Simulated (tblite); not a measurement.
C3H7NSeSi.
Numbering: `[CH3:1][Si:2]([CH3:3])([SeH:4])[C:5]#[N:6]` (hydrogens: H7, H8, H9 on C1; H10, H11, H12 on C3; H13 on Se4)

Computed with GFN2-xTB (tblite), gas phase: L-BFGS steps from a force-field or distance-geometry start until the largest atomic force falls under 0.01 eV/Å.

Step 2: E = -483.4331 eV
```
atom  x, y, z in Å  |  force x, y, z in eV/Å
C1     -1.2183    1.3612   -0.3061    1.154  -1.114   0.105
Si2     0.2471    0.1903    0.0664   -0.589   0.064  -0.150
C3     -0.1849   -1.5786   -0.4814    1.085   0.826   0.368
Se4     2.1558    0.8853   -0.9647    0.168   0.265  -0.172
C5      0.5316    0.1827    1.9012    0.681  -0.007   4.065
N6      0.7193    0.1785    3.0644   -0.587   0.010  -3.681
H7     -1.3684    1.3395   -1.3610   -0.310   0.226  -0.622
H8     -0.9624    2.3291    0.0259   -0.045   1.063   0.213
H9     -2.0734    0.9886    0.2021   -0.714  -0.032   0.275
H10     0.6535   -2.2185   -0.2463   -0.013  -0.350  -0.072
H11    -0.3419   -1.5532   -1.5325   -0.172  -0.274  -0.748
H12    -1.0495   -1.9017    0.0255   -0.866  -0.545   0.395
H13     2.8871   -0.2028   -0.4112    0.206  -0.131   0.025
```

Step 3: E = -483.5730 eV
```
atom  x, y, z in Å  |  force x, y, z in eV/Å
C1     -1.2018    1.3450   -0.3039    0.275  -0.156   0.061
Si2     0.2395    0.1914    0.0703   -0.067   0.023   0.089
C3     -0.1719   -1.5659   -0.4764    0.101   0.169   0.097
Se4     2.1485    0.8949   -0.9698    0.329  -0.072   0.027
C5      0.5337    0.1824    1.9139    0.067   0.016   0.300
N6      0.7160    0.1787    3.0448   -0.003  -0.006  -0.068
H7     -1.3703    1.3395   -1.3727   -0.184   0.188  -0.076
H8     -0.9586    2.3425    0.0307   -0.202   0.237  -0.050
H9     -2.0832    0.9840    0.2083   -0.170   0.156  -0.031
H10     0.6577   -2.2210   -0.2446   -0.050  -0.267  -0.087
H11    -0.3446   -1.5527   -1.5453   -0.029  -0.247  -0.083
H12    -1.0626   -1.9058    0.0329   -0.062  -0.229  -0.040
H13     2.8932   -0.2126   -0.4060   -0.004   0.187  -0.138
```

Step 4: E = -483.5841 eV
```
atom  x, y, z in Å  |  force x, y, z in eV/Å
C1     -1.1984    1.3435   -0.3032    0.107  -0.025   0.020
Si2     0.2387    0.1917    0.0710    0.045   0.015   0.150
C3     -0.1708   -1.5642   -0.4751    0.054   0.046   0.043
Se4     2.1555    0.8922   -0.9686    0.190   0.046  -0.017
C5      0.5347    0.1827    1.9181   -0.010   0.018  -0.163
N6      0.7164    0.1785    3.0459    0.062  -0.008   0.325
H7     -1.3734    1.3429   -1.3727   -0.146   0.164  -0.032
H8     -0.9626    2.3455    0.0294   -0.178   0.175  -0.054
H9     -2.0853    0.9873    0.2071   -0.108   0.146  -0.042
H10     0.6560   -2.2253   -0.2465   -0.050  -0.226  -0.075
H11    -0.3448   -1.5571   -1.5455   -0.019  -0.213  -0.043
H12    -1.0626   -1.9096    0.0315   -0.032  -0.191  -0.043
H13     2.8922   -0.2078   -0.4092    0.084   0.053  -0.069
```

**Question.** Estimate the geometry and energy of step 5. (The exact step hangs on the optimiser's Hessian estimate; all steps are aligned on step 4, rigid shifts and turns removed.)

**Answer.** E = -483.5980 eV, largest force 0.293 eV/Å
```
atom  x, y, z in Å  |  force x, y, z in eV/Å
C1     -1.1932    1.3425   -0.3022   -0.141   0.180  -0.036
Si2     0.2398    0.1924    0.0750    0.152   0.010   0.126
C3     -0.1684   -1.5622   -0.4730   -0.037  -0.169  -0.039
Se4     2.1696    0.8897   -0.9674   -0.057   0.234  -0.077
C5      0.5365    0.1836    1.9241   -0.012   0.016  -0.174
N6      0.7178    0.1782    3.0522    0.057  -0.007   0.287
H7     -1.3809    1.3516   -1.3725   -0.066   0.107   0.034
H8     -0.9727    2.3531    0.0259   -0.119   0.063  -0.054
H9     -2.0899    0.9958    0.2040   -0.005   0.112  -0.048
H10     0.6519   -2.2363   -0.2510   -0.043  -0.142  -0.045
H11    -0.3454   -1.5685   -1.5458    0.003  -0.132   0.030
H12    -1.0627   -1.9192    0.0282    0.037  -0.102  -0.048
H13     2.8931   -0.2001   -0.4153    0.232  -0.170   0.045
```

The energy changes by -0.0138 eV. The first-order estimate −F·Δx gives -0.0213 eV and the mean of the old and new forces, exact on a quadratic surface, -0.0138 eV. The step makes an angle of 34° with the force vector and moves no atom by more than 0.014 Å.

The cost below is that of the whole relaxation. The run took 0.44 s wall on an Arm Neoverse N1 with one thread, no GPU, on a shared host.
